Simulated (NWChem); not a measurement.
System: PbCl2, singlet; SMILES [Pb]([Cl])[Cl]

```xyz
3

Pb     0.0000     0.0000     0.4664
Cl    -1.9063     0.0000    -1.1248
Cl     1.9063     0.0000    -1.1248
```
Atoms are numbered in this order, from 1.

Low-valent species are run as closed-shell singlets; no triplet was tried in these runs. The geometry was optimised at PBE0/def2-SVP. def2 effective core potentials on Pb; no spin-orbit coupling.

Symmetry labels are those of C2v in the frame above (b1 and b2, or b-type labels, depend on it).

Problem. List the 4 lowest vertical singlet excitations from CAM-B3LYP/def2-SVP with def2 effective core potentials on Pb, TDA (NWChem).

Solution. 
| state | energy (eV) | oscillator strength | symmetry | leading excitation (squared amplitude) |
|---|---|---|---|---|
| S1 | 3.79 | 0.018 | b2 | HOMO → LUMO (0.99) |
| S2 | 4.06 | 0.000 | a2 | HOMO−1 → LUMO (1.00) |
| S3 | 4.64 | 0.023 | b1 | HOMO−2 → LUMO (0.89) |
| S4 | 4.84 | 0.009 | b2 | HOMO−4 → LUMO (0.99) |
